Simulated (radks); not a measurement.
Numerical settings for neutral silver, [Kr] 4d10 5s1. Method: Dirac Kohn-Sham, PBE, spin-unpolarised, spherical densities, finite nucleus; Fermi nuclear charge, rms radius 4.5454 fm; computed with a radial shooting solver on a logarithmic mesh with Libxc functionals. The defaults (mesh step 0.008 in ln r, mesh end at 40 bohr or more with all orbitals vanishing there, Anderson mixing 0.5 over 9 steps, residual threshold near 1e-9 with the energy settled to 1e-9 hartree or 1e-11 of itself, here a cap of 54 iterations) give E = -5317.1307 hartree and 5s1/2 at -4.406 eV in 15 iterations. Run on one thread of a shared host, so times are rough (Intel(R) Xeon(R) Platinum 8488C): 0.17 s of CPU time, 0.17 s wall, 15 iterations on 2437 mesh points. Changes against that run (0 stands for a change within the tolerance of the run):

| setting | iterations | converged | E (mhartree) | e(5s1/2) (meV) | CPU (s) |
|---|---|---|---|---|---|
| mesh step in ln r 0.05 | 15 | yes | +0.0485 | 0 | 0.05 |
| mesh step in ln r 0.03 | 15 | yes | +0.00182 | 0 | 0.08 |
| mesh step in ln r 0.12 | 2 | no | diverged | - | 0.01 |
| mesh end (bohr) 20 | 15 | yes | 0 | 0 | 0.15 |
| mesh end (bohr) 3 | 14 | level above zero | +1.36e+03 | +2.35e+04 | 0.1 |
| residual threshold 1e-05 | 12 | yes | 0 | 0 | 0.15 |
| residual threshold 1e-16 | 54 | no | 0 | 0 | 0.36 |
| mixing 0.05 | 27 | yes | 0 | 0 | 0.25 |
| linear mixing, mixing 0.5 | 30 | yes | 0 | 0 | 0.22 |
| linear mixing, mixing 0.05 | 54 | no | +0.32 | -292 | 0.41 |
| mixing history 3 | 19 | yes | 0 | 0 | 0.15 |
| iteration cap 8 | 8 | no | +0.000795 | -4.91 | 0.08 |

Settled on a wrong energy, with an occupied level pushed above zero by the early mesh end: mesh end (bohr) 3 (+1.36 hartree). Apart from these: no run marked as converged misses the energy by more than 1 mhartree. A mesh that ends early acts as a hard wall.
